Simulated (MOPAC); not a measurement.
MOPAC input (AM1):

```
AM1 1SCF CHARGE=-1 GEO-OK AUX(PRECISION=9) THREADS=1
HSi2

Si   -0.00000000 1   -0.00000000 1   -1.12900700 1
Si    0.00000000 1    0.00000000 1    0.95341700 1
H     0.00000000 1    0.00000000 1    2.45825900 1
```

From the output:

```
                                                       MOPAC v23.2.5 Linux

          FINAL HEAT OF FORMATION =         77.20096 KCAL/MOL =     323.00880 KJ/MOL

          COSMO AREA              =        109.20 SQUARE ANGSTROMS
          COSMO VOLUME            =        101.06 CUBIC ANGSTROMS

          IONIZATION POTENTIAL    =          2.752751 EV
          HOMO LUMO ENERGIES (EV) =         -2.753  4.074
          NO. OF FILLED LEVELS    =          5
          MOLECULAR WEIGHT        =         57.1789         POINT GROUP:  C*v

          MOLECULAR DIMENSIONS (Angstroms)

            Atom       Atom       Distance
            H     3   Si     1     3.58727
            H     3   Si     1     0.00000
           Si     1   Si     2     0.00000

          SCF CALCULATIONS        =          1

   ATOM   CHEMICAL          X               Y               Z
  NUMBER   SYMBOL      (ANGSTROMS)     (ANGSTROMS)     (ANGSTROMS)

     1      Si         -0.00000000  *  -0.00000000  *  -1.12900700  *
     2      Si          0.00000000  *   0.00000000  *   0.95341700  *
     3       H          0.00000000  *   0.00000000  *   2.45825900  *

                             CARTESIAN COORDINATES

   1   Si       -0.000000000    -0.000000000    -1.129007000
   2   Si        0.000000000     0.000000000     0.953417000
   3    H        0.000000000     0.000000000     2.458259000

           Empirical Formula: H Si2  =     3 atoms

      MOLECULAR POINT GROUP   :   C*v

                  EIGENVALUES
  -7.41461  -7.02120  -2.90366  -2.90366  -2.75275   4.07422   4.07422   6.59371
   7.76717

              NET ATOMIC CHARGES AND DIPOLE CONTRIBUTIONS

  ATOM NO.   TYPE          CHARGE      No. of ELECS.   s-Pop       p-Pop
    1         Si          -0.098649        4.0986     1.59151     2.50714
    2         Si          -0.784168        4.7842     0.96502     3.81915
    3          H          -0.117183        1.1172     1.11718
 DIPOLE           X         Y         Z       TOTAL
 POINT-CHG.     0.000     0.000    -4.646     4.646
 HYBRID        -0.000    -0.000     3.928     3.928
 SUM           -0.000    -0.000    -0.718     0.718

          ATOMIC ORBITAL ELECTRON POPULATIONS

     Atom    s        px        py        pz
    1 Si   1.59151   0.61431   0.61431   1.27851
    2 Si   0.96502   1.38569   1.38569   1.04777
    3  H   1.11718

 **********************
 *                    *
 * JOB ENDED NORMALLY *
 *                    *
 **********************

 == MOPAC DONE ==
```

The dipole moment of an ion depends on the origin.

The geometry given is a B3LYP-D3(BJ)/def2-TZVP minimum.
